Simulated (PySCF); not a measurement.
Si(H)3(Cl) anion (ClH₃Si), SMILES [SiH3]Cl (connectivity only; charge and spin as stated), charge -1, multiplicity 2.

Geometry: PBE0-D3(BJ)/def2-TZVPD. The multiplicity is an assumed one; other spin states were not compared. The isomer is the one that the SMILES or the coordinates give; other isomers of the formula were not compared.

Computed with PBE0-D3(BJ)/def2-TZVPD in PySCF.

Frequencies are harmonic and unscaled.

Computed vibrational spectrum:
| mode | ν (cm⁻¹) | IR (km/mol) | moving atoms (share of kinetic energy) |
|---|---|---|---|
| 1 | 210 | 88.9 | Si 50 %, Cl 46 % |
| 2 | 402 | 4.1 | H 89 %, Si 9 % |
| 3 | 439 | 15.4 | H 91 % |
| 4 | 826 | 88.7 | H 93 % |
| 5 | 944 | 189.3 | H 96 % |
| 6 | 969 | 40.4 | H 98 % |
| 7 | 1817 | 611.2 | H 97 % |
| 8 | 2112 | 121.1 | H 98 % |
| 9 | 2122 | 255.9 | H 96 % |
